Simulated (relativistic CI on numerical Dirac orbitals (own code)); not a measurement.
Ir7+: L2,3 absorption edge

Computed with this model: Dirac-Coulomb-Breit CI, orbitals from a KLI potential per configuration, a model potential for QED, multiplet model of core-to-valence dipole absorption, unscaled Slater integrals; configurations [Xe] 4f14 5d2 → [He] 2s2 2p5 3s2 3p6 3d10 4s2 4p6 4d10 4f14 5s2 5p6 5d3; 80 K; Lorentzian 3 eV and Gaussian 1 eV FWHM. Energies are those of the free ion, without screening or charge transfer. The branching ratio is the share of the lower-energy edge in the whole absorption, uncertain by about 0.02 where the edges overlap. S is read from ⟨S²⟩ = S(S + 1).

Field parameters in Wybourne normalisation: Oh B⁴₀ = 21Dq, B⁴₄ = √(5/14) B⁴₀. The field is a parameter set, without covalency.

Computed curve for Oh, 10Dq = 35100 cm⁻¹, scaled to 100 at the maximum (points under 2 are left out and the grid is thinned):

```tsv
Energy (eV)	Intensity
11211.5	2.1
11212.5	2.5
11214.0	3.3
11215.0	4.0
11216.5	5.7
11217.5	7.6
11218.5	10.7
11220.0	20.9
11221.0	32.6
11222.0	42.5
11223.5	63.6
11224.5	75.7
11226.0	95.8
11227.0	98.4
11228.0	81.9
11229.5	47.6
11230.5	30.3
11232.0	15.5
11233.0	10.6
11234.0	7.7
11235.5	5.2
11236.5	4.2
11237.5	3.5
11239.0	2.6
11240.0	2.2
12827.0	2.6
12828.0	3.8
12829.0	6.0
12830.5	13.7
12831.5	20.0
12833.0	21.8
12834.0	22.8
12835.0	21.0
12836.5	19.5
12837.5	17.2
12838.5	13.2
12840.0	7.7
12841.0	5.0
12842.5	2.8
12843.5	2.0
```

The ground state has S = 0.96, and the centroid lies at 11578.38 eV.
